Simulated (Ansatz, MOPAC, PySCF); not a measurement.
Lewis adduct: BH3 (SMILES B) (first 4 atoms) with AsH3 (SMILES [AsH3]); geometry from B3LYP-D3(BJ)/def2-TZVP, rigid monomers moved along the line of their centres of mass till B1···As5 is 2.93 Å.
(charge 0, multiplicity 1):
```tsv
atom	x (Å)	y (Å)	z (Å)
B	-0.0052	-0.0598	0.6296
H	-0.8662	0.7776	0.5787
H	-0.3529	-1.1824	0.3770
H	1.0665	0.2658	0.1928
As	0.5270	-0.2174	3.5037
H	-0.5951	-0.6073	4.4354
H	0.9997	1.0187	4.2301
H	1.5754	-1.1827	4.0022
```

Monomers are frozen at their geometry in the pair; levels with a basis set take the counterpoise correction. Rows marked so take none.

Frozen-core correlation. Filled d and f shells under p-block atoms count as core. CBS(a, b) extrapolates the correlation energy as X⁻³ and adds the Hartree–Fock energy of set b. Rows in 6-31G* carry no dispersion term and start afresh at each structure (6-31G* with six Cartesian d functions); the Pople sets are all-electron and without relativity. MP2/6-31G* freezes PySCF's default core, which leaves 3d correlated. The state that PM3, PM7 reach isn't checked; PM7 holds dispersion and hydrogen-bond terms.

Codes used: Ansatz (a program for electronic structure) with Gaussian orbitals; MOPAC for PM3, PM7 (differences of heats of formation); PySCF for 6-31G* rows, the dispersion terms. 

Other levels give for the interaction energy: PBE/def2-TZVPPD -13.35; B3LYP/def2-TZVPPD -10.39; B3LYP-D3(BJ)/def2-TZVPPD -12.28; wB97M-V/def2-TZVPPD -11.70; CCSD(T)/CBS(aug-cc-pVDZ, aug-cc-pVTZ) -11.24 kcal/mol.

Common cheap choices:

| level | interaction energy (kcal/mol) | less -11.24 (CCSD(T)/CBS(aug-cc-pVDZ, aug-cc-pVTZ)) |
|---|---|---|
| PM3 | -9.07 | 2.16 |
| PM7 | -10.39 | 0.85 |
| HF/6-31G* | -7.03 | 4.21 |
| HF/6-31G* (no counterpoise) | -7.30 | 3.94 |
| BP86/6-31G* (no counterpoise) | -12.21 | -0.97 |
| B3LYP/6-31G* | -10.19 | 1.05 |
| B3LYP/6-31G* (no counterpoise) | -10.64 | 0.59 |
| MP2/6-31G* (no counterpoise) | -10.56 | 0.67 |
